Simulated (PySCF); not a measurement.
C₇H₈F (doublet state).
SMILES with atom numbers: `[CH3:1][C@H:2]1[C:3]=[C:4]([F:5])[CH2:6][CH:7]=[CH:8]1` (hydrogens: H9, H10, H11 on C1; H12 on C2; H13, H14 on C6; H15 on C7; H16 on C8)

Theory: PySCF 2.14.0, UKS B3LYP, pcH-1 on C F H, non-relativistic, mean-field spin-orbit, GIAO. Isolated species at its GFN2-xTB geometry, gas phase. A GFN2-xTB geometry isn't a minimum of the functional, and hyperfine couplings can be far from their values at a DFT geometry. No stability test was run, so a lower SCF solution isn't excluded.

(1) What is the g tensor, term by term?

(2) What are the electron Larmor frequencies g μB B/h along the three axes at 3350 mT?

(3) What effective moment and Curie constant follow for a powder?

(4) In a frozen sample, at which fields do the three g values resonate at 9.5, 34, 94 and 263 GHz (hyperfine left aside), and which band first spreads them over more than twice a line width of 1.0 mT?

Results:

(1) 
| Δg (ppm) | 1 | 2 | 3 |
| --- | --- | --- | --- |
| relativistic mass correction | -160 | -160 | -160 |
| gauge correction | 31 | 14 | 23 |
| orbital Zeeman/spin–orbit | -690 | -76 | 354 |
| total | -819 | -222 | 218 |

So g = 2.00150, 2.00210, 2.00254 and g_iso = 2.00204; the tensor is rhombic: the two nearest values differ by 42 % of g3 − g1. Axes: g1 points within 5° of the C3–C4 bond.

(2) 93.8452, 93.8732, 93.8938 GHz for g1, g2 and g3, a range of 48.6 MHz.

(3) With the mean of g² = 4.0082 and S(S+1) = 0.75: μ_eff = √(⟨g²⟩S(S+1)) = 1.734 μB and χT = 0.12505·⟨g²⟩·S(S+1) = 0.376 cm³ K/mol (cgs; spin-Hamiltonian part alone).

(4) 
```
band    GHz  B(g3) mT  B(g2) mT  B(g1) mT  spread mT
   X    9.5    338.95    339.02    339.12       0.18
   Q   34.0   1213.07   1213.34   1213.70       0.63
   W   94.0   3353.79   3354.53   3355.53       1.74
   J  263.0   9383.47   9385.54   9388.34       4.86
```

The spread grows in proportion to the frequency. J band is the first where it exceeds 2.0 mT.

The largest Mulliken spin populations are on C3 (+1.00), C4 (-0.10) and C6 (+0.06). No atom but C3 exceeds +0.15. The positive populations add up to 1.15 and the negative ones to -0.15, together 2S = 1.

The HOMO–LUMO gaps are 6.84 eV among the α and 3.97 eV among the β orbitals.
